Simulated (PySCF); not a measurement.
## [PSe2]-, singlet: computed properties

Computed with PBE0/[P def2-TZVPD, Se def2-TZVPD], no relativity, density fitting, PySCF.

The structure is a minimum.

```xyz
3
charge -1 multiplicity 1, angstrom
P     0.0000    0.0000   -0.9559
Se    1.7978    0.0000    0.1851
Se   -1.7978    0.0000    0.1851
```

- Point group: C2v
- Bond lengths: P–Se 2.129 Å (×2)
- Bond angles: Se–P–Se 115.2°
- Enthalpy at 298.15 K above 0 K: 12.90 kJ/mol
- Principal quadrupole moments (Buckingham, traceless) about the centre of mass: -15.20, 4.21, 10.99 D Å
- Zero-point energy: 6.5 kJ/mol
- Lowest empty level: 1.72 eV
- Entropy at 298.15 K and 1 bar: 301.3 J/(mol K)
- Dipole moment about the centre of mass: 0.17 D
- Rotational symmetry number: 2
- Heat capacity Cp at 298.15 K: 52.2 J/(mol K)
- Principal polarisabilities: 78.5, 98.7, 175.9 bohr³
- Highest occupied level: -1.44 eV
- Rotational constants: 0.4991, 0.03263, 0.03063 cm⁻¹

Harmonic modes (masses in u: P 30.974, Se 79.917):
```
symmetry  ω (cm⁻¹)  IR (km/mol)
      a1       149          0.1
      a1       435          1.4
      b2       510          182
```

In C2v the vibrations span 2a1 + b2. Here b1 is antisymmetric to the molecular plane and b2 lies in it.

Charges (e); Mulliken and Löwdin values are unreliable with diffuse functions:
```
 atom  Mulliken  Löwdin  polar tensor  Mayer order to P1
   P1      0.06   -0.46          0.59                  –
Se2,3     -0.53   -0.27         -0.79               1.68
```

Mulliken populations on P1: s 5.76, p 8.81, d 0.35, f 0.02.

Outer orbital energies (eV). occupied: -13.61, -9.30, -5.00, -4.14, -3.96, -2.03, -1.64, -1.44; empty: 1.72, 3.27, 3.36, 4.02.

Counting electrons, phosphorus keeps 2 of its valence electrons outside its bonds, so the VSEPR class is AX2E1 and the expected shape is bent (C2v), as computed.

Other isomers or separated fragments may lie lower. The lowest empty level of this anion is unbound, so it and the gap depend on the basis.

The final relaxation and frequency run took 57 s on 2 threads of a shared Arm Neoverse V1 host, with 157 basis functions and 8 gradients; the process peaked at 1.3 GiB. Launch command: `OMP_NUM_THREADS=2 python axn.py task.json out`.
